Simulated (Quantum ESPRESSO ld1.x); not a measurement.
Coherent X-ray form factor from a spherical all-electron density. All-electron calculation, Dirac Kohn-Sham, PBEsol, spin-unpolarised, spherical densities, point nucleus. Program: ld1.x of Quantum ESPRESSO 7.5.

sin(theta)/lambda (1/angstrom),f0 (electrons)
0.05,39.292
0.1,37.437
0.15,34.989
0.2,32.406
0.25,29.947
0.3,27.723
0.4,24.076
0.5,21.326
0.6,19.142
0.8,15.521
1,12.429
1.25,9.455
1.5,7.539
2,5.689

The species is in the configuration that NIST lists as its ground one. Which atom or ion scatters so?

Answer. The niobium ion Nb+, [Kr] 4d4. Extrapolating in s^2 from the first two rows gives f0(0) = 39.9, near the electron count 40; among species with that count, the fall with angle is slower the higher Z, and the table is that of Z = 41; from so few rows the species is fixed only to a neighbour or two.
